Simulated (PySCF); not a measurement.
C₄H₉BCl₂Si, SMILES CB(C)/C=C/[SiH](Cl)Cl, singlet at its GFN2-xTB optimised geometry (Å):

```
17

Si    -2.6662    -0.9984     0.0000
Cl    -3.3102    -1.9391    -1.6750
Cl    -3.3501     0.9030     0.0000
C     -0.7861    -0.9984     0.0000
C      0.0017     0.0635     0.2174
B      1.5577     0.0292     0.2713
C      2.3796    -0.9390    -0.6612
C      2.2943     0.9796     1.2903
H     -3.2466    -1.6848     1.1485
H     -0.3052    -1.9536    -0.1793
H     -0.4927     1.0100     0.4166
H      3.3501    -0.5364    -0.9422
H      1.8556    -1.2307    -1.5680
H      2.5830    -1.8558    -0.1054
H      3.2902     0.6415     1.5657
H      1.7282     1.1576     2.2022
H      2.4161     1.9536     0.8136
```

Level of theory: B3LYP/def2-SVP (PySCF 2.14.0).

Map of the electrostatic potential (hartree/e), clipped to [-0.08, 0.12] on the plane z = 0.8 Å:

```
|           ................|
|           ................|
|           ................|
|           ................|
|           ................|
|           .......::.......|
|          .......:--:......|
|          ......:=@@*:.....|
|   .::.   .:::..:#@@@-.....|
|   :%@%: .:+#=::-@@@@-.....|
|   +@@@#..=@@@==#@@@@=:....|
|   #@@@@-:+@@@@%@@@@@*-....|
|   +@@@@*==@@@@@@@@@@+-....|
|  .-%@@@@#+@@@@@@@@@-::....|
| ..-%@@@@@@@@@@@@@@#:......|
| .:=@@@@@@@@@@*%@@@=:......|
|..:=@@@@@@@@@*-=**=-:......|
|...-@@@@@@%@#=::---=-:.....|
| ..:*@@@@*===-::::-=-:.....|
|  ..:=+++=-:-::::::--:.....|
|   ..:::-:::::::.::::......|
|   ....:::::::.............|
|    .......................|
|    .......................|
|    .......................|
|     ......................|
|     ......................|
```
Scale: ten equal steps from -0.013 (start of ' ') to 0.120 (end of '@'), in the order ' .:-=+*#%@'; x runs from -5.50 to 5.50, y from -5.50 (bottom) to 5.50 (top).
